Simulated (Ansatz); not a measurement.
Steps of a relaxation of C₂HF₂Si, SMILES `C#C[Si](F)F` radical with UKS PBE-D4/def2-SVP.

```sh
$ ansatz run in.yaml --threads 4 --pin off --events-out ev --progress --plain --max-ram 10444MiB
```

```yaml
crystal:
  periodic: [false, false, false]
  atoms:
    - {symbol: C, position_ang: [-0.059900, 0.281300, 1.721900]}
    - {symbol: C, position_ang: [-0.212300, 0.165400, 0.522500]}
    - {symbol: Si, position_ang: [-0.391400, -0.078800, -1.339000]}
    - {symbol: F, position_ang: [-0.109200, -1.631700, -1.649300]}
    - {symbol: F, position_ang: [0.826400, 0.721000, -2.064000]}
    - {symbol: H, position_ang: [-0.011600, 0.478800, 2.761700]}
basis:
  gaussian: {orbitals: def2-SVP}
magnetization: {spin_polarized: true, initial_magnetization: 1}
hamiltonian: {xc: pbe, dispersion: d4}
relax: {f_tol: 0.03, max_steps: 200}
```

Positions (Å) and forces (eV/Å) along the path, 6 of 6 steps:

```xyz
6
step=1 energy=-15381.2884 eV
C    -0.060    0.281    1.722   -0.182    0.265    0.494
C    -0.212    0.165    0.522   -0.110   -0.402   -2.445
Si   -0.391   -0.079   -1.339    0.107    0.700    1.272
F    -0.109   -1.632   -1.649   -0.032   -0.848   -0.177
F     0.826    0.721   -2.064    0.049    0.246   -0.114
H    -0.012    0.479    2.762    0.169    0.039    0.969
6
step=2 energy=-15381.3564 eV
C    -0.065    0.289    1.728   -0.278    0.213   -0.191
C    -0.195    0.160    0.512    0.216   -0.243   -0.575
Si   -0.366   -0.085   -1.318   -0.080    0.440    0.596
F    -0.127   -1.647   -1.671    0.012   -0.442   -0.053
F     0.818    0.735   -2.084    0.034    0.101    0.004
H    -0.024    0.484    2.787    0.095   -0.069    0.219
6
step=3 energy=-15381.3766 eV
C    -0.068    0.294    1.713   -0.233    0.190   -0.066
C    -0.173    0.152    0.494    0.242   -0.110    0.291
Si   -0.360   -0.083   -1.299   -0.057    0.048   -0.150
F    -0.138   -1.658   -1.662   -0.010   -0.057   -0.001
F     0.813    0.749   -2.073   -0.007    0.021   -0.001
H    -0.032    0.481    2.781    0.066   -0.092   -0.073
6
step=4 energy=-15381.3818 eV
C    -0.072    0.300    1.716   -0.191    0.147   -0.054
C    -0.157    0.148    0.497    0.214   -0.099    0.223
Si   -0.354   -0.084   -1.296   -0.058   -0.029   -0.147
F    -0.145   -1.663   -1.668   -0.001    0.069    0.028
F     0.809    0.753   -2.081   -0.016   -0.017    0.020
H    -0.039    0.481    2.786    0.053   -0.071   -0.070
6
step=5 energy=-15381.3916 eV
C    -0.086    0.318    1.721    0.001    0.011    0.075
C    -0.069    0.106    0.509   -0.077    0.018   -0.080
Si   -0.354   -0.084   -1.284    0.140   -0.048    0.063
F    -0.162   -1.655   -1.689   -0.039    0.012   -0.025
F     0.789    0.756   -2.093   -0.037    0.012   -0.028
H    -0.076    0.495    2.790    0.012   -0.005   -0.005
6
step=6 energy=-15381.3929 eV
C    -0.088    0.319    1.723   -0.001    0.003    0.015
C    -0.081    0.111    0.511   -0.004   -0.001   -0.016
Si   -0.346   -0.087   -1.283    0.020   -0.008    0.000
F    -0.163   -1.658   -1.692   -0.001    0.021    0.001
F     0.790    0.758   -2.098   -0.015   -0.013    0.007
H    -0.070    0.493    2.793    0.001   -0.002   -0.007
```

Run time 6.5 s (4 threads of an Arm Neoverse V1 on a shared host); peak host memory 0.16 GiB.
